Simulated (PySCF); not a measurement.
This PySCF input asks for the NMR shieldings of SMILES [C@@H](C=C)(CF)C(=O)OC, C6H9FO2; the geometry comes from GFN2-xTB.

```python
import basis_set_exchange as bse
import numpy as np
from pyscf import gto, dft
from pyscf.prop import nmr

atoms = """
C    -2.399323   -1.079478    0.095821
C    -1.645387   -0.045403   -0.224616
C    -0.512795    0.462155    0.622627
C    -0.616171    1.975295    0.812378
F     0.259870    2.389989    1.782916
C     0.780514    0.125010   -0.115312
O     1.179892    0.702567   -1.089596
O     1.388354   -0.917696    0.446071
C     2.591600   -1.357079   -0.173447
H    -2.254571   -1.626139    1.012940
H    -3.193090   -1.421679   -0.545414
H    -1.790441    0.488191   -1.153849
H    -0.501027   -0.038335    1.593777
H    -1.618287    2.262015    1.146484
H    -0.349196    2.500662   -0.110029
H     3.037492   -2.079507    0.504898
H     3.262945   -0.511787   -0.334483
H     2.370861   -1.822461   -1.136141
"""
names = dict.fromkeys(["C", "F", "O", "H"], "pcSseg-1")
basis = {el: gto.basis.parse(bse.get_basis(n, elements=[el], fmt="nwchem")) for el, n in names.items()}
mol = gto.M(atom=atoms, basis=basis, charge=0, verbose=0)
mf = dft.RKS(mol, xc="PBE0")
mf.grids.level = 2
mf.grids.alignment = dft.numint.BLKSIZE   # the property module wants whole blocks of grid points
mf.conv_tol = 1e-9
mf.kernel()

calc = nmr.RKS(mf)   # GIAO
C = mf.mo_coeff
Co = C[:, mf.mo_occ > 0]
resp = mf.gen_response(singlet=True, hermi=2)
def vind(x):   # induced exchange potential for any number of trial vectors
    d = np.einsum("pi,xij,qj->xpq", C, 2 * x.reshape(-1, C.shape[1], Co.shape[1]), Co, optimize=True)
    return np.einsum("xpq,pi,qj->xij", resp(d - d.transpose(0, 2, 1)), C, Co, optimize=True).ravel()
mo1, _ = nmr.rhf.solve_mo1(calc, with_cphf=vind)
sigma = calc.kernel(mo1)
for i, s in enumerate(sigma):   # ppm
    w = np.linalg.eigvalsh((s + s.T) / 2)
    print("%2d %-2s iso %8.1f  s11 %8.1f  s22 %8.1f  s33 %8.1f" % (i, mol.atom_pure_symbol(i), w.mean(), *w))
```

Question: Give the expected output.

Answer: 
```
 0 C  iso     60.2  s11    -52.5  s22     73.8  s33    159.3
 1 C  iso     46.6  s11    -73.8  s22     55.8  s33    157.7
 2 C  iso    127.9  s11    117.2  s22    131.6  s33    134.9
 3 C  iso     98.6  s11     63.3  s22     80.9  s33    151.5
 4 F  iso    415.7  s11    380.2  s22    397.5  s33    469.3
 5 C  iso      7.0  s11    -91.2  s22     42.8  s33     69.4
 6 O  iso    -81.3  s11   -347.5  s22   -229.2  s33    332.8
 7 O  iso    141.8  s11    -33.7  s22    222.1  s33    237.1
 8 C  iso    132.6  s11    101.6  s22    116.9  s33    179.3
 9 H  iso     26.0  s11     22.3  s22     25.4  s33     30.2
10 H  iso     26.2  s11     23.4  s22     25.1  s33     30.0
11 H  iso     25.9  s11     23.8  s22     24.6  s33     29.3
12 H  iso     28.2  s11     26.8  s22     28.3  s33     29.6
13 H  iso     27.1  s11     22.8  s22     28.2  s33     30.3
14 H  iso     26.3  s11     23.2  s22     26.5  s33     29.2
15 H  iso     28.0  s11     24.1  s22     26.3  s33     33.4
16 H  iso     27.5  s11     23.7  s22     25.7  s33     33.0
17 H  iso     28.0  s11     24.0  s22     25.9  s33     34.2
```

These numbers come from an equivalent density-fitted implementation of the same equations, which agrees with the script to about 0.01 ppm for H and up to a few tenths of a ppm for heavy atoms, so last digits may differ.

Question: Turn these shieldings into chemical shifts. δ = σ(ref) − σ, references computed at the same level: ¹³C (σref 186.93) and ¹H (σref 31.72) vs TMS; ¹⁹F (σref 170.95) vs CFCl3; ¹⁷O (σref 336.08) against H2O.

Answer: Averaging equivalent atoms: C 5: 179.9; C 1: 140.4; C 0: 126.7; C 3: 88.4; C 2: 59.0; C 8: 54.3; F 4: -244.7; O 6: 417.4; O 7: 194.2; H 11: 5.79; H 9: 5.71; H 10: 5.56; H 14: 5.44; H 13: 4.61; H 15/16/17: 3.91; H 12: 3.48 ppm. Unscaled 19F shifts against computed CFCl3 carry errors that often reach 10 to 50 ppm. Unscaled 17O shifts of doubly bonded oxygen tend to come out too high, by tens of ppm or more. Experimental scales use liquid or dissolved standards, which lie at an offset from isolated H2O (liquid H2O: subtract about 36 ppm).

Size and cost of the density-fitted run: 198 basis functions, 22 s wall time on 1 thread of an Intel Xeon 6975P-C, shared host; peak memory 1 GiB.
